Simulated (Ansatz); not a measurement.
Cost and result for the atomization energy of `[CH3][SbH][NH2]` (9 atoms, 8 bonds).

Z-matrix (Å, degrees):
```
C
Sb 1 2.149
H 1 1.091 2 109.8
H 1 1.090 2 108.6 3 119.6
H 1 1.090 2 110.1 3 -120.6
N 2 2.038 1 93.9 3 166.5
H 2 1.726 1 92.6 3 67.6
H 6 1.012 2 113.9 1 -70.2
H 6 1.012 2 111.8 1 167.2
```

The species carries charge 0 and has multiplicity 1. Correlated methods include outer-core shells of Sb, which these sets cover unevenly. Sb takes the def2 core potential. The structure was optimised at the PBE0-D4/def2-TZVP level. It is one conformer, not always the lowest. Program: Ansatz. All runs use 2 threads of an Arm Neoverse V1 on a shared host. Times are those of one run each, without the atoms' runs, and a repeat can differ threefold. Electronic energies, without spin–orbit coupling; frozen cores. CCSD(T)/CBS adds CCSD(T) − MP2 in def2-TZVPP to the MP2 limit, and its time is that of the two runs behind it. T1 = 0.012. With those shells the extrapolation isn't a true limit. B3LYP takes the VWN-RPA correlation (the form of Gaussian; ORCA's B3LYP/G).

CCSD(T)/CBS is a level of theory with its own doubt, some kJ/mol a heavy atom from the limit and from the frozen cores, so smaller differences don't rank the functionals.

```json
{"level": "LDA (SPW92)/def2-TZVPP", "functions": "196", "wall time": "1.4 s", "atomization (kJ/mol)": "3241.6", "difference from CCSD(T)/CBS": "403.0", "per bond": "50.4"}
{"level": "PBE0-D4/def2-TZVPP", "functions": "196", "wall time": "3.2 s", "atomization (kJ/mol)": "2814.4", "difference from CCSD(T)/CBS": "-24.2", "per bond": "-3.0"}
{"level": "BHLYP-D4/def2-TZVPP", "functions": "196", "wall time": "3.3 s", "atomization (kJ/mol)": "2756.9", "difference from CCSD(T)/CBS": "-81.7", "per bond": "-10.2"}
{"level": "CAM-B3LYP-D4/def2-TZVPP", "functions": "196", "wall time": "3.4 s", "atomization (kJ/mol)": "2850.6", "difference from CCSD(T)/CBS": "12.0", "per bond": "1.5"}
{"level": "B3LYP-D4/def2-TZVPP (with forces)", "functions": "196", "wall time": "4.9 s", "atomization (kJ/mol)": "2851.4", "difference from CCSD(T)/CBS": "12.8", "per bond": "1.6"}
{"level": "CCSD(T)/def2-SVP", "functions": "84", "wall time": "5 s", "atomization (kJ/mol)": "2585.7", "difference from CCSD(T)/CBS": "-252.9", "per bond": "-31.6"}
{"level": "r2SCAN-D4/def2-TZVPP (with forces)", "functions": "196", "wall time": "6 s", "atomization (kJ/mol)": "2808.8", "difference from CCSD(T)/CBS": "-29.8", "per bond": "-3.7"}
{"level": "PBE-QIDH/def2-TZVPP", "functions": "196", "wall time": "6.5 s", "atomization (kJ/mol)": "2773.0", "difference from CCSD(T)/CBS": "-65.6", "per bond": "-8.2"}
{"level": "ωB97X-V/def2-TZVPP", "functions": "196", "wall time": "9.5 s", "atomization (kJ/mol)": "2851.3", "difference from CCSD(T)/CBS": "12.7", "per bond": "1.6"}
{"level": "ωB97M-V/def2-TZVPP (with forces)", "functions": "196", "wall time": "14 s", "atomization (kJ/mol)": "2831.3", "difference from CCSD(T)/CBS": "-7.3", "per bond": "-0.9"}
{"level": "MP2/def2-QZVPP", "functions": "376", "wall time": "22 s", "atomization (kJ/mol)": "2788.4", "difference from CCSD(T)/CBS": "-50.2", "per bond": "-6.3"}
{"level": "CCSD(T)/def2-TZVPP", "functions": "196", "wall time": "2.1 min", "atomization (kJ/mol)": "2745.9", "difference from CCSD(T)/CBS": "-92.7", "per bond": "-11.6"}
{"level": "CCSD(T)/CBS(def2)", "functions": "–", "wall time": "2.4 min", "atomization (kJ/mol)": "2838.6", "difference from CCSD(T)/CBS": "0.0", "per bond": "0.0"}
```

From PBE to PBE0 (25 % exact exchange), in def2-TZVPP and without D4, the atomization energy moves by −58.8 kJ/mol: exact exchange takes away binding that semilocal exchange gives to molecules. The D4 term adds +26.1 kJ/mol with B3LYP and +13.4 kJ/mol with PBE0; it sums over pairs of atoms, weighted by their polarisabilities, and B3LYP, whose exchange is more repulsive, gets the larger term. At CCSD(T), def2-SVP lies −252.9 kJ/mol from the extrapolated value and def2-TZVPP −92.6 kJ/mol: correlation converges slowly with the basis, and small sets miss more of it in the bonded molecule than in its fragments.
